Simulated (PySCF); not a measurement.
MgBr: frontier orbitals

r²SCAN at R = 2.389 Å; PySCF, scalar-relativistic core potentials, basis sets Mg aug-cc-pVDZ, Br aug-cc-pVDZ-PP with ECP10. State: ²Σ⁺ (doublet), unpaired electrons σ ↑. Only the outer orbitals are listed, counted within each symmetry, core potentials removing the inner ones.

```json
{"spin": "α", "orbital": "3π", "occ.": "1", "ε (eV)": "-49.83", "on Mg (%)": "100", "main shells (%)": "100 Mg p"}
{"spin": "α", "orbital": "3π", "occ.": "1", "ε (eV)": "-49.83", "on Mg (%)": "100", "main shells (%)": "100 Mg p"}
{"spin": "α", "orbital": "6σ", "occ.": "1", "ε (eV)": "-49.75", "on Mg (%)": "100", "main shells (%)": "100 Mg p"}
{"spin": "α", "orbital": "7σ", "occ.": "1", "ε (eV)": "-19.48", "on Mg (%)": "1", "main shells (%)": "98 Br s"}
{"spin": "α", "orbital": "8σ", "occ.": "1", "ε (eV)": "-8.25", "on Mg (%)": "26", "main shells (%)": "73 Br p, 22 Mg s"}
{"spin": "α", "orbital": "4π", "occ.": "1", "ε (eV)": "-6.87", "on Mg (%)": "4", "main shells (%)": "96 Br p"}
{"spin": "α", "orbital": "4π", "occ.": "1", "ε (eV)": "-6.87", "on Mg (%)": "4", "main shells (%)": "96 Br p"}
{"spin": "α", "orbital": "9σ", "occ.": "1", "ε (eV)": "-5.17", "on Mg (%)": "90", "main shells (%)": "67 Mg s, 23 Mg p, 10 Br p"}
{"spin": "α", "orbital": "5π", "occ.": "0", "ε (eV)": "-1.75", "on Mg (%)": "99", "main shells (%)": "93 Mg p"}
{"spin": "α", "orbital": "5π", "occ.": "0", "ε (eV)": "-1.75", "on Mg (%)": "99", "main shells (%)": "93 Mg p"}
{"spin": "α", "orbital": "10σ", "occ.": "0", "ε (eV)": "-0.22", "on Mg (%)": "98", "main shells (%)": "69 Mg p, 20 Mg d, 9 Mg s"}
{"spin": "β", "orbital": "3π", "occ.": "1", "ε (eV)": "-49.76", "on Mg (%)": "100", "main shells (%)": "100 Mg p"}
{"spin": "β", "orbital": "3π", "occ.": "1", "ε (eV)": "-49.76", "on Mg (%)": "100", "main shells (%)": "100 Mg p"}
{"spin": "β", "orbital": "6σ", "occ.": "1", "ε (eV)": "-49.65", "on Mg (%)": "100", "main shells (%)": "100 Mg p"}
{"spin": "β", "orbital": "7σ", "occ.": "1", "ε (eV)": "-19.38", "on Mg (%)": "2", "main shells (%)": "98 Br s"}
{"spin": "β", "orbital": "8σ", "occ.": "1", "ε (eV)": "-8.04", "on Mg (%)": "23", "main shells (%)": "76 Br p, 16 Mg s"}
{"spin": "β", "orbital": "4π", "occ.": "1", "ε (eV)": "-6.84", "on Mg (%)": "4", "main shells (%)": "96 Br p"}
{"spin": "β", "orbital": "4π", "occ.": "1", "ε (eV)": "-6.84", "on Mg (%)": "4", "main shells (%)": "96 Br p"}
{"spin": "β", "orbital": "9σ", "occ.": "0", "ε (eV)": "-3.29", "on Mg (%)": "98", "main shells (%)": "84 Mg s, 13 Mg p"}
{"spin": "β", "orbital": "5π", "occ.": "0", "ε (eV)": "-0.79", "on Mg (%)": "102", "main shells (%)": "98 Mg p"}
{"spin": "β", "orbital": "5π", "occ.": "0", "ε (eV)": "-0.79", "on Mg (%)": "102", "main shells (%)": "98 Mg p"}
```

Problem. Which are the highest filled and the lowest empty level, where do they sit, and how wide is the gap?

Solution. Highest filled α 9σ at -5.17 eV (in %: 67 Mg s, 23 Mg p, 10 Br p); lowest empty β 9σ at -3.29 eV (in %: 84 Mg s, 13 Mg p); the gap at r²SCAN is 1.88 eV.

The bond order (Mayer) is 0.91. The ⟨S²⟩ is 0.751, the charge on Mg (Mulliken, basis-dependent) is 0.41 and the charge on Mg (Löwdin, basis-dependent) is 0.39. The dipole moment (positive dipole means Mg(−)Br(+)) is -3.47 D.

Shares are Mulliken populations and can fall outside 0 to 100 %.

Spin–orbit coupling is left out. The state was picked by a PBE0 search and need not be the measured ground state.
